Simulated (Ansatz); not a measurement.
A CCSD(T) single point on `N[SiH2][SiH2]N`.

```yaml
crystal:
  periodic: [false, false, false]
  atoms:
    - {symbol: N, position_ang: [-1.142105, 2.186058, 0.306732]}
    - {symbol: Si, position_ang: [-0.790420, 0.548384, 0.740076]}
    - {symbol: Si, position_ang: [0.844016, -0.502520, -0.582806]}
    - {symbol: N, position_ang: [0.879656, -2.191432, -0.222638]}
    - {symbol: H, position_ang: [-1.472424, 2.388697, -0.623854]}
    - {symbol: H, position_ang: [-0.510406, 2.907433, 0.617311]}
    - {symbol: H, position_ang: [-0.359764, 0.561434, 2.164752]}
    - {symbol: H, position_ang: [-2.049060, -0.247987, 0.635013]}
    - {symbol: H, position_ang: [0.568645, -0.158687, -2.018663]}
    - {symbol: H, position_ang: [2.204066, 0.038758, -0.299189]}
    - {symbol: H, position_ang: [0.016174, -2.709942, -0.203281]}
    - {symbol: H, position_ang: [1.629624, -2.765494, -0.574054]}
basis:
  gaussian: {orbitals: def2-TZVPP}
correlation: {method: ccsd_t}
```

```sh
$ ansatz run in.yaml --threads 4 --pin off --events-out ev --progress --plain --max-ram 10444MiB
```

Output of Ansatz, abridged:

```
Functional definition: HF
1473 factors; integrals over basis functions are off by at most 1.4e-3 eV
mean field evaluation 1: about -18812.9024 eV, gradient 4.6e1 eV
mean field evaluation 2: about -18813.1141 eV, gradient 4.6e1 eV
mean field evaluation 4: about -18817.7906 eV, gradient 3.6e0 eV
mean field evaluation 8: about -18817.8554 eV, gradient 1.2e-1 eV
mean field -18817.85547205 eV, -691.5434333973 hartree, gradient 5.3e-6 eV, S^2 0.000000; 0 other end points of the search recorded, 0 dependent functions left out
12 core orbitals not correlated: weight in the atoms' cores, before any rotation towards them, 1.000 or more for the frozen orbitals, at most 0.000 for the correlated occupied ones
reference -18817.85547205 eV, -691.5434333973 hartree; 13, 13 occupied and 233, 233 virtual orbitals, 1473 factors
second order -18.60503768 eV of doubles, -0.00000000 eV of singles
cycle   1  -19.45092458 eV  change   -8.5e-1 eV  update   9.1e-2
cycle   2  -19.96558556 eV  change   -5.1e-1 eV  update   2.8e-2
cycle   3  -20.03850520 eV  change   -7.3e-2 eV  update   1.2e-2
cycle   4  -20.03078235 eV  change    7.7e-3 eV  update   3.1e-3
cycle   5  -20.03047170 eV  change    3.1e-4 eV  update   1.4e-3
cycle   6  -20.03053198 eV  change   -6.0e-5 eV  update   4.0e-4
cycle   7  -20.03033053 eV  change    2.0e-4 eV  update   1.7e-4
cycle   8  -20.03032353 eV  change    7.0e-6 eV  update   6.9e-5
cycle   9  -20.03034028 eV  change   -1.7e-5 eV  update   3.1e-5
perturbative correction -0.72295778 eV, -0.0265682082 hartree
Total energy: -18838.60877010 eV, -692.3061030336 hartree
```

It took 120 s on 4 threads of an Arm Neoverse V1 on a shared host, with 5.6 GiB of host memory at the peak.

MP2 recovers 89.6 % of the CCSD(T) correlation energy and the triples give 3.5 %; T1 = 0.0109.
